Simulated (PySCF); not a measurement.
C2H8AlNS.

```xyz
13

Al    -0.8558    -0.3508     0.0000
H     -2.4341    -0.3646     0.0000
N      0.0498     1.1763     0.0000
C      1.4977     1.2567     0.0000
C     -0.5915     2.4766     0.0000
H      1.8778     1.7926     0.8920
H      1.8778     1.7926    -0.8920
H      1.9478     0.2510     0.0000
H     -0.3123     3.0724    -0.8915
H     -0.3123     3.0724     0.8915
H     -1.6889     2.3725     0.0000
S      0.3216    -2.1918     0.0000
H     -0.7608    -2.9946     0.0000
```

Coordinates come from a ωB97X-D3(BJ)/def2-SVP optimisation. The structure was generated by enumeration; whether it is a known compound was not checked. The values are those of a single conformer.

Calculation: KT2/pcSseg-1 (PySCF). Non-relativistic, no solvent.

Computed absolute GIAO shielding of each atom: isotropic value and principal components (ppm):
```json
[
 {"atom": "Al1", "σ(iso)": "371.8", "σ11": "351.7", "σ22": "367.1", "σ33": "396.7", "span": "45.0"},
 {"atom": "H2", "σ(iso)": "26.4", "σ11": "22.6", "σ22": "24.8", "σ33": "31.8", "span": "9.1"},
 {"atom": "N3", "σ(iso)": "176.5", "σ11": "84.8", "σ22": "218.3", "σ33": "226.5", "span": "141.7"},
 {"atom": "C4", "σ(iso)": "140.2", "σ11": "113.4", "σ22": "128.1", "σ33": "179.2", "span": "65.8"},
 {"atom": "C5", "σ(iso)": "140.2", "σ11": "112.7", "σ22": "126.1", "σ33": "181.8", "span": "69.2"},
 {"atom": "H6", "σ(iso)": "28.6", "σ11": "24.7", "σ22": "26.1", "σ33": "35.0", "span": "10.3"},
 {"atom": "H7", "σ(iso)": "28.6", "σ11": "24.7", "σ22": "26.1", "σ33": "35.0", "span": "10.3"},
 {"atom": "H8", "σ(iso)": "27.9", "σ11": "22.3", "σ22": "29.5", "σ33": "31.8", "span": "9.5"},
 {"atom": "H9", "σ(iso)": "28.6", "σ11": "24.2", "σ22": "26.4", "σ33": "35.1", "span": "10.9"},
 {"atom": "H10", "σ(iso)": "28.6", "σ11": "24.2", "σ22": "26.4", "σ33": "35.1", "span": "10.9"},
 {"atom": "H11", "σ(iso)": "27.9", "σ11": "23.6", "σ22": "26.7", "σ33": "33.2", "span": "9.6"},
 {"atom": "S12", "σ(iso)": "714.8", "σ11": "681.3", "σ22": "705.2", "σ33": "757.8", "span": "76.4"},
 {"atom": "H13", "σ(iso)": "31.0", "σ11": "24.4", "σ22": "26.8", "σ33": "41.7", "span": "17.3"}
]
```
